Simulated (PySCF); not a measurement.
Telling isomers of C₈H₁₀OSi apart by NMR

How the numbers were obtained: PBE0/pcSseg-1 with gauge-including orbitals, geometry from GFN2-xTB, in PySCF 2.14 (no solvent, relativity neglected, rapidly exchanging positions averaged, a single conformation).

δ = σ(ref) − σ, references computed at the same level: TMS for ¹H (σ = 31.72 ppm), ¹³C (σ = 186.93 ppm). Where no couplings were computed, multiplicities follow the n + 1 count of equivalent neighbours, and m marks all less simple cases (inequivalent or close neighbours, rings, F or P nearby). Shifts are as computed. Against solution values, carbons near 30 ppm lie about +3 ppm off and those near 130 ppm about +5 ppm. Of 1211 compounds with measured shifts, 218 miss one by over three times the rms of a fit or turn the order of signals round; such compounds aren't used in these exercises.

(1) Tabulate the signals of `CC(=O)C#CC1=C[SiH2][C@H]1C`, `C=C1C(=C)C(C[SiH3])=C1C=O` and their relative energies.

(2) What is the quickest way to tell CC(=O)C#CC1=C[SiH2][C@H]1C from C=C1C(=C)C(C[SiH3])=C1C=O?

## Answers

(1) 
| SMILES | carbon types | δC | δH | E rel. (kcal/mol) |
| --- | --- | --- | --- | --- |
| CC(=O)C#CC1=C[SiH2][C@H]1C | 4×C 2×CH 2×CH3 | 188.5, 158.8, 157.9, 98.1, 89.9, 37.3, 36.1, 19.2 | 6.95 (m, 1H), 4.90 (m, 1H), 4.54 (m, 1H), 2.47 (m, 1H), 2.44 (s, 3H), 1.43 (d, 3H) | 4.4 |
| C=C1C(=C)C(C[SiH3])=C1C=O | 4×C 1×CH 3×CH2 | 190.8, 179.6, 156.8, 150.8, 147.1, 110.1, 95.5, 16.1 | 10.32 (s, 1H), 5.68 (m, 1H), 5.57 (m, 1H), 5.22 (m, 1H), 5.09 (m, 1H), 3.94 (t, 3H), 2.74 (q, 2H) | 0.0 |

Energies are electronic energies at PBE0/pcSseg-1 on these geometries, without zero-point or thermal terms, each for the one conformer computed, which needn't be the lowest.

(2) Both give the same number of carbon signals, but DEPT or the intensities differ. The first has a methyl carbon α to a carbonyl (CH3) at 37.3 ppm, the second a terminal =CH2 carbon at 110.1 ppm. Their most deshielded carbons lie at 188.5 and 190.8 ppm. In the proton spectra the most deshielded non-exchanging signals are 6.95 (m, 1H) and 10.32 (s, 1H).
